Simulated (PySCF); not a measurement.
# How methods differ on the excitation energy of V

V [Ar] 3d3 4s2 (4F) → V [Ar] 3d5 (6S), as a difference of total energies. Computed with PySCF 2.14 in aug-cc-pVDZ (7s6p4d2f, 59 functions), with no relativity, point nucleus. Correlated levels: valence: [Ar] frozen. The calculations carry no spin-orbit coupling.

```json
{"method": "UHF", "excitation energy (eV)": "3.494"}
{"method": "MP2 (valence)", "excitation energy (eV)": "2.436"}
{"method": "SCS-MP2 (valence)", "excitation energy (eV)": "3.850"}
{"method": "CCSD (valence)", "excitation energy (eV)": "2.709"}
{"method": "CCSD(T) (valence)", "excitation energy (eV)": "2.624"}
```

Q: How much does correlation contribute at CCSD(T) (valence)?

A: 2.624 − (3.494) = -0.870 eV, measured against UHF.

The coupled-cluster amplitudes are large for the upper state (T1 above 0.03 or a double amplitude above 0.15), so a single reference is strained.
